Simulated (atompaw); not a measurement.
# Building the PAW (atompaw) potential for Er (LDA (PW92), scalar-relativistic).

erbium (Er), PAW, made with atompaw 4.2.0.5 (LDA (PW92), scalar-relativistic). Core [Xe], reference 4f11.5 5d0.5 6s2 6p0. Waves: 6s (bound): rc 3.00 bohr; 6s channel at 0.55 Ry: rc 3.00 bohr; 6p (bound, empty): rc 3.00 bohr; 6p channel at 1.2 Ry: rc 3.00 bohr; 5d (bound): rc 3.00 bohr; 5d channel at 2.55 Ry: rc 3.00 bohr; 4f (bound): rc 1.45 bohr; 4f channel at -0.1 Ry: rc 1.45 bohr. Local part: troulliermartins scheme with l = 4 at 0 Ry, radius 2.65 bohr. Core correction: smooth core density matched at 1.75 bohr. Augmentation charge: sinc compensation charge, radius 2.45 bohr; PAW radius 3.00 bohr; waves and projectors: custom rrkj gramschmidtortho.

What the tests gave:

| Quantity | Value |
| --- | --- |
| Cutoffs needed | 90 Ry and 140 Ry (the cutoffs (Ry, on a coarse ladder) from which the occupation-weighted sum of valence levels, in a spherical-Bessel basis at the reference potential, stays within 10 and 1 mRy of its value at 400 Ry) |
| Ghost test | ghost states, extra bound levels that the all-electron valence spectrum of the same l lacks: p at -22.1 eV, s at -11.9 eV; a true bound ghost makes a file unfit for plane-wave use (spherical-Bessel basis up to 400 Ry, 20 bohr box) |
| Lowest eigenvalue of the overlap operator | 0.46 (s channel) |
| Overlap eigenvalues printed by atompaw (projector basis) | 0.239, 0.911, 4.03, 4.44, 6.22, 57.5, 1.6e+03, 2.73e+03 |
| Share of each valence orbital outside the PAW sphere | 6s 71 %, 6p 92 %, 5d 43 %, 4f 0 % |

Generation and tests took about 8.8 s on one core of a shared server CPU.
